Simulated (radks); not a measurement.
Excited configurations of Re3+: one electron is placed in a higher orbital outside [Xe] 4f14 5d3. The ground configuration is [Xe] 4f14 5d4. Calculated with a radial shooting solver on a logarithmic mesh with Libxc functionals: Dirac Kohn-Sham, PBE, spin-unpolarised, spherical densities, point nucleus; open shells fill j = l - 1/2 first. Excitation = E - E(ground); binding = E(ion) - E, where the ion is the core of charge +4; n* = 4/sqrt(2 binding) in atomic units, and the quantum defect is n - n*.

outer orbital  excitation (eV)  binding (eV)     n*  quantum defect  eigenvalue (eV)  <r> (bohr)
5f5/2                   24.940        14.818  3.833           1.167          -12.126       3.886
6s1/2                    4.709        35.049  2.492           3.508          -30.728       2.490
6p1/2                   11.758        28.000  2.788           3.212          -24.267       2.856
6d3/2                   22.308        17.450  3.532           2.468          -15.088       4.120
6f5/2                   29.972         9.786  4.716           1.284           -8.458       6.957
7s1/2                   22.194        17.564  3.521           3.479          -15.647       4.794
7p1/2                   24.738        15.020  3.807           3.193          -13.340       5.386
7d3/2                   29.041        10.717  4.507           2.493           -9.446       7.133
7f5/2                   32.959         6.799  5.658           1.342           -6.005       10.75

The Delta-SCF ionisation energy is 39.758 eV (NIST Atomic Spectra Database: 39 eV, theoretical). Self-interaction in the functional shifts the binding energies and quantum defects, so they are the method's values and not measured ones. Spin polarisation and multiplet splitting are left out, so open shells lie too high by an amount that depends on their filling.

Beside tabulated values, note that spin-unpolarised runs miss the spin-polarisation part of the exchange energy of open shells.
